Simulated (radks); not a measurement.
Task: These are the eigenvalues of the occupied orbitals of an atom or ion with whole-number occupations (hartree). All-electron calculation, Dirac Kohn-Sham, LB94 model potential, spin-unpolarised, spherical densities, finite nucleus; Fermi nuclear charge, rms radius of each element as measured or else 0.836 A^(1/3) + 0.57 fm. Program: a radial shooting solver on a logarithmic mesh with Libxc functionals.

orbital  eigenvalue
1s1/2     -59.52379
2s1/2     -11.89268

Which element is it, and in what charge state? The configuration may be excited. Open shells, if any, fill j = l - 1/2 first.

Result: Z = 12, magnesium, charge +8: Mg8+ in [He] 2s2. The 1s level, -59.524 hartree, gives Z - s = 10.9 by -(Z - s)^2/2, which with screening and relativity narrows Z to a few neighbours, and the depths must fix Z and the occupations together.
